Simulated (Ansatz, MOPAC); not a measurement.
Dimer: GaH3O (SMILES [OH][GaH2]) (first 5 atoms) with NH3 (SMILES N); geometry from B3LYP-D3(BJ)/def2-TZVP, rigid monomers moved along the line of their centres of mass till H3···N6 is 2.21 Å.
(charge 0, multiplicity 1):
| atom | x (Å) | y (Å) | z (Å) |
|---|---|---|---|
| O | -0.0270 | 1.1941 | 1.1896 |
| Ga | -0.0844 | -0.0381 | -0.0994 |
| H | 0.0108 | 0.8100 | 2.0890 |
| H | -0.1465 | 0.5226 | -1.5550 |
| H | -0.0685 | -1.5546 | 0.3143 |
| N | 0.0979 | -0.0083 | 4.1368 |
| H | 0.9420 | 0.2740 | 4.6221 |
| H | -0.6931 | 0.2894 | 4.6964 |
| H | 0.0867 | -1.0214 | 4.1014 |

Interaction energies are E(AB) − E(A) − E(B) at the monomers' geometry in the complex; basis-set methods are counterpoise corrected.

The state that PM6 reach isn't checked.

The values were computed with Ansatz (a first-principles code) with Gaussian orbitals; MOPAC for PM6 (differences of heats of formation). 

Q: One of these levels gives -25.6 kJ/mol for the interaction energy. Which one is it?
A. B3LYP/def2-TZVPPD
B. PM6
C. r2SCAN/def2-TZVPPD

A: C, r2SCAN/def2-TZVPPD. The others give -15.3 (PM6), -22.1 (B3LYP/def2-TZVPPD)
